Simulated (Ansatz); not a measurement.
System: TlCl, charge -1, multiplicity 2. 
Geometry from a B3LYP-D3(BJ)/def2-TZVP (Ansatz, a first-principles code) optimisation:
```
Tl
Cl 1 2.7371
```
Charge -1, spin multiplicity 2.

Basis-set convergence of Hartree-Fock and MP2 correlation energies (hartree) with Ansatz. Cores are frozen in the correlated levels unless marked. Open shells are spin-unrestricted. Spin-orbit coupling is left out. The frozen core is the preceding noble-gas configuration, with the filled d and f shells of earlier blocks. In def2 rows, elements after Kr have scalar-relativistic effective core potentials.

| basis | functions | E(HF) | E(corr, MP2) |
|---|---|---|---|
| def2-SVPD | 59 | -630.96097 | -0.18532 |
| def2-TZVPPD | 107 | -631.11164 | -0.23813 |
| def2-QZVPPD | 167 | -631.12517 | -0.26100 |

Extrapolating the two largest sets (X = 3 and 4) as X^-3: E(corr) = (64·(-0.26100) - 27·(-0.23813))/37 = -0.2777 Eh, an estimate of the basis-set limit. The largest set recovers 94.0 % of it, the smallest 66.7 %.
